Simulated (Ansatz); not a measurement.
C$_{2}$H$_{10}$AsNSi (`CN(C)[AsH][SiH3]`), 15 atoms. Total charge 0; spin multiplicity 1. Correlated methods include outer-core shells of As, which these sets cover unevenly. Scalar relativity is left out up to krypton. All runs use 4 threads of an Arm Neoverse V2 on a shared host. Correlated methods freeze the cores.

**Question.** How many basis functions does each run have, and how long does it take in Ansatz? RHF-MP2/def2-TZVPP energy; RHF-MP2/def2-QZVPP energy; RKS ωB97M-V/def2-SVP energy; RHF-CCSD(T)/def2-SVP energy; RKS PBE0-D4/def2-TZVP relaxation (19 steps); RKS ωB97X-V/def2-TZVPP energy; RKS B3LYP-D4/def2-TZVPP energy and forces; RKS PBE0-D4/def2-TZVP frequencies; RKS PBE-QIDH (frozen core)/def2-TZVPP energy; RKS PBE0-D4/def2-SVP energy; RKS BLYP-D4/def2-TZVPP energy; RKS ωB97M-V/def2-QZVPP energy. (Best estimate.)

**Answer.** Ansatz gave: Other jobs shared the machine, so times are rough.

```csv
level,job,functions,wall time,peak host memory (GiB)
RKS PBE0-D4/def2-SVP,energy,142,2.4 s,0.4
RKS BLYP-D4/def2-TZVPP,energy,323,3.8 s,0.54
RKS ωB97M-V/def2-SVP,energy,142,9.5 s,0.58
RHF-MP2/def2-TZVPP,energy,323,9.5 s,1.1
RKS B3LYP-D4/def2-TZVPP,energy and forces,323,12 s,1.3
RKS PBE-QIDH (frozen core)/def2-TZVPP,energy,323,14 s,1.1
RKS ωB97X-V/def2-TZVPP,energy,323,17 s,1.4
RHF-CCSD(T)/def2-SVP,energy,142,28 s,1.1
RKS ωB97M-V/def2-QZVPP,energy,630,49 s,3.7
RHF-MP2/def2-QZVPP,energy,630,70 s,6
RKS PBE0-D4/def2-TZVP,relaxation (19 steps),238,2.2 min,0.84
RKS PBE0-D4/def2-TZVP,frequencies,238,7.7 min,0.83
```

B3LYP here is the variant with VWN-RPA as its local correlation; programs differ in this.
